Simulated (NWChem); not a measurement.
System: PbHSBr, singlet; SMILES [SH][Pb][Br]

Here is an NWChem input.

```
start job
memory heap 200 mb stack 900 mb global 1100 mb
geometry units angstroms noautosym nocenter noautoz
  Pb     0.521853    -0.534416     0.000000
  Br    -0.331635     1.954621     0.000000
  S     -1.792741    -1.589651     0.000000
  H     -1.287583    -2.845795     0.000000
end
basis spherical
  * library def2-svpd
end
ecp
  Pb library def2-ecp
end
dft
  xc xcamb88 1.00 lyp 0.81 vwn_5 0.19 hfexch 1.00
  cam 0.33 cam_alpha 0.19 cam_beta 0.46
  iterations 150
end
property
  response 1 0.0
end
task dft property
```

NWChem printed, in part:

```
             Northwest Computational Chemistry Package (NWChem) 7.3.0
             --------------------------------------------------------

                             Geometry "geometry" -> ""
                             -------------------------

 Output coordinates in angstroms (scale by  1.889725989 to convert to a.u.)

  No.       Tag          Charge          X              Y              Z
 ---- ---------------- ---------- -------------- -------------- --------------
    1 Pb                  82.0000     0.52185300    -0.53441600     0.00000000
    2 Br                  35.0000    -0.33163500     1.95462100     0.00000000
    3 S                   16.0000    -1.79274100    -1.58965100     0.00000000
    4 H                    1.0000    -1.28758300    -2.84579500     0.00000000

 Effective nuclear repulsion energy (a.u.)     952.2332212767

                                 NWChem DFT Module
                                 -----------------

 Summary of "ao basis" -> "ao basis" (spherical)
 ------------------------------------------------------------------------------
       Tag                 Description            Shells   Functions and Types
 ---------------- ------------------------------  ------  ---------------------
 Pb                        def2-svpd                12       32   5s4p3d
 Br                        def2-svpd                15       41   6s5p4d
 S                         def2-svpd                11       27   5s4p2d
 H                         def2-svpd                 4        8   2s2p

            General Information
            -------------------
          SCF calculation type: DFT
          Wavefunction type:  closed shell.
          No. of atoms     :     4
          No. of electrons :    74
           Alpha electrons :    37
            Beta electrons :    37
          Charge           :     0
          Spin multiplicity:     1
          Use of symmetry is: off; symmetry adaption is: off
          Maximum number of iterations: 150
          AO basis - number of functions:   108
                     number of shells:    42
          Convergence on energy requested:  1.00D-06
          Convergence on density requested:  1.00D-05
          Convergence on gradient requested:  5.00D-04

              XC Information
              --------------
                     Hartree-Fock (Exact) Exchange  1.000
                   CAM-Becke88 Exchange Functional  1.000
                      VWN V Correlation Functional  0.190 local
              Lee-Yang-Parr Correlation Functional  0.810

           Range-Separation Parameters
           ---------------------------
           Alpha           :  0.19
           Beta            :  0.46
           Gamma           :  0.33
           Short-Range HF  :     F

             Grid Information
             ----------------
          Grid used for XC integration:  medium
          Radial quadrature: Mura-Knowles
          Angular quadrature: Lebedev.
          Tag              B.-S. Rad. Rad. Pts. Rad. Cut. Ang. Pts.
          ---              ---------- --------- --------- ---------
          Pb                  1.80      123          12.0       590
          Br                  1.15      112          14.0       590
          S                   1.00       88          14.0       590
          H                   0.35       45          14.0       434
          Grid pruning is: on
          Number of quadrature shells:   368
          Spatial weights used:  Erf1

      Superposition of Atomic Density Guess
      -------------------------------------

 Sum of atomic energies:       -3189.29909789

      Non-variational initial energy
      ------------------------------

 Total energy =   -3161.950999
 1-e energy   =   -5104.776252
 2-e energy   =    1623.442540
 HOMO         =      -0.285529
 LUMO         =      -0.047123

   convergence    iter        energy       DeltaE   RMS-Dens  Diis-err
 ---------------- ----- ----------------- --------- --------- ---------
 d= 0,ls=0.0,diis     1  -3165.5123554881 -3.48D+03  1.49D-02  5.18D-01
 d= 0,ls=0.0,diis     2  -3165.5153475625 -2.99D-03  6.67D-03  4.94D-01
 d= 0,ls=0.0,diis     3  -3165.5860192419 -7.07D-02  1.25D-03  1.00D-02
 d= 0,ls=0.0,diis     4  -3165.5875472326 -1.53D-03  2.37D-04  5.10D-04
 d= 0,ls=0.0,diis     5  -3165.5876312232 -8.40D-05  9.02D-05  3.32D-05
  Resetting Diis
 d= 0,ls=0.0,diis     6  -3165.5876374554 -6.23D-06  2.66D-05  7.92D-06
 d= 0,ls=0.0,diis     7  -3165.5876388056 -1.35D-06  1.02D-05  2.29D-07
 d= 0,ls=0.0,diis     8  -3165.5876389011 -9.55D-08  4.27D-06  7.97D-08

         Total DFT energy =    -3165.587638901119
      One electron energy =    -5106.711800493566
           Coulomb energy =     1755.272652122847
    Exchange-Corr. energy =     -133.531203549254
 Nuclear repulsion energy =      319.382713018853

 Numeric. integr. density =       73.999997137291

                       DFT Final Molecular Orbital Analysis
                       ------------------------------------

[...]

 DFT Linear Response polarizability / au
 Frequency  =       0.0000000 / au
              X              Y              Z
 -----------------------------------------------
 X      97.8775039     10.0236644     -0.0000000
 Y      10.0236629    116.2134230      0.0000000
 Z      -0.0000000      0.0000000     64.6847734
 -----------------------------------------------
 Eigenvalues =      93.4614534    120.6294735     64.6847734
 Isotropic   =      92.9252334
 Anisotropic =      48.4562076
 -----------------------------------------------

 Magnetic Dipole Response Matrix (nonzero elements):

 Exiting AOResponse driver routine
```

Level: CAM-B3LYP/def2-SVPD with def2 effective core potentials on Pb. Low-valent species are run as closed-shell singlets; no triplet was tried in these runs. The geometry was optimised at PBE0/def2-SVP. No frequency run checked for a minimum. def2 effective core potentials on Pb; no spin-orbit coupling.
